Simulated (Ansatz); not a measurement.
Job for Ansatz (a program for electronic structure): FCI/cc-pVDZ on BeH2 (SMILES [BeH2]), a point of a bond scan (R = 1.463 Å).

Ansatz 0.2 input:
```yaml
crystal:
  periodic: [false, false, false]
  atoms:
    - {symbol: Be, position_ang: [0.00000000, 0.00000000, 0.00000000]}
    - {symbol: H, position_ang: [-0.00000000, -0.00000000, -1.46309563]}
    - {symbol: H, position_ang: [0.00000000, 0.00000000, 1.46309563]}
basis:
  gaussian:
    orbitals: cc-pVDZ
magnetization: {spin_polarized: false}
correlation: {method: fci, electrons: outside_noble_gas}
```

The log:

```
WARN ansatz: RAYON_NUM_THREADS=2 ignored (pool sized by the plan → 2); use --threads N
Functional definition: HF
integrals: 0.00 GiB planned
406 factors; integrals over basis functions are off by at most 1.9e-7 eV
mean field: 0.04 GiB planned
mean field evaluation 1: about -428.3331 eV, gradient 7.8e0 eV
mean field evaluation 2: about -428.3685 eV, gradient 8.0e0 eV
mean field evaluation 4: about -428.8421 eV, gradient 1.7e-1 eV
mean field evaluation 8: about -428.8421 eV, gradient 3.0e-4 eV
mean field -428.84210875 eV, -15.7596568170 hartree, gradient 1.8e-6 eV, S^2 0.000000; 0 other end points of the search recorded, 0 dependent functions left out
1 core orbitals not correlated
reference -428.84210875 eV, -15.7596568170 hartree; 2, 2 occupied and 21, 21 virtual orbitals, 406 factors
configuration interaction: 0.05 GiB planned
state -430.70728065 eV, -15.8282006202 hartree
Total energy: -430.70728065 eV, -15.8282006202 hartree
```

The calculation finished and met its thresholds.

Cost: around 1.7 core-seconds (rough).
